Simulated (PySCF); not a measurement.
Al(OH)3 (AlH3O3), SMILES [OH][Al]([OH])[OH]. The structure is a stationary point at B3LYP-D3(BJ)/def2-SVP. The isomer is the one that the SMILES or the coordinates give; other isomers of the formula were not compared. One conformer was computed; it need not be the lowest.

Computed equilibrium geometry at B3LYP-D3(BJ)/def2-SVP (PySCF confirms it by a frequency run) as Cartesian coordinates in Å, and its point group (one conformer of several):
point group C3h.
```xyz
7

Al     0.0000     0.0000     0.0000
O      1.6024     0.5624     0.0000
H      2.3696    -0.0166     0.0000
O     -0.3142    -1.6689     0.0000
H     -1.1992    -2.0438     0.0000
O     -1.2882     1.1065     0.0000
H     -1.1704     2.0604     0.0000
```
Charge 0, spin multiplicity 1.
